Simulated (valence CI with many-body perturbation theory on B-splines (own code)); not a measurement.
# Which ion has this spectrum?

A relativistic CI+MBPT calculation for an atom or ion with 21 electrons gives these levels (eV):

```tsv
J	Parity	E	g
3/2	even	0.000	0.65
5/2	even	22.904	1.05
3/2	even	28.499	1.22
7/2	even	30.142	1.07
9/2	even	31.179	1.06
1/2	even	32.305	1.88
5/2	even	47.568	1.36
7/2	even	53.316	1.08
9/2	even	56.220	1.13
3/2	even	60.268	1.14
1/2	even	62.414	1.45
11/2	even	64.067	1.08
5/2	even	65.618	1.19
5/2	even	69.683	1.11
```

The energies are calculated, and their last digits are not significant.

**Question.** Which is it?
A. Ce37+
B. Pm40+
C. Eu42+
D. Pr38+

**Answer.** B. Pm40+, ground level (3d3/2^3) J=3/2.
